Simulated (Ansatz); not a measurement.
`F[Si]1([SiH3])[CH2][AlH]1` + `FC[SiH](F)Cl` → `F[SiH](Cl)C[SiH3]` + `F[Si]1(F)[CH2][AlH]1`  (redistribution)

Program: Ansatz. Geometries: PBE0-D4/def2-TZVP. ΔE: electronic, gas phase. CCSD(T)/CBS adds triple-zeta CCSD(T) − MP2 to the extrapolated MP2 energy (def2 sets, frozen cores). DFT in def2-TZVPP. Each species was taken in one conformer, which may not be the lowest.

```tsv
level	ΔE (kJ/mol)
ωB97X-V	-254.7
ωB97M-V	-265.1
PBE	-232.6
r2SCAN	-256.1
HF/def2-TZVPP	-271.1
HF/def2-QZVPP	-274.0
MP2/CBS(def2)	-283.3
CCSD/CBS(def2)	-270.0
```

Problem. What does CCSD(T)/CBS give? (An estimate is asked.)

Solution. Computed: -267.4 kJ/mol. The listed levels differ from it by 12.7, 2.3, 34.8, 11.3, -3.7, -6.6, -15.9, -2.6 kJ/mol.

Largest T1 diagnostic among the species: 0.014.

From PBE to PBE0 (25 % exact exchange), in def2-TZVPP and without D4, ΔE moves by −12.3 kJ/mol.
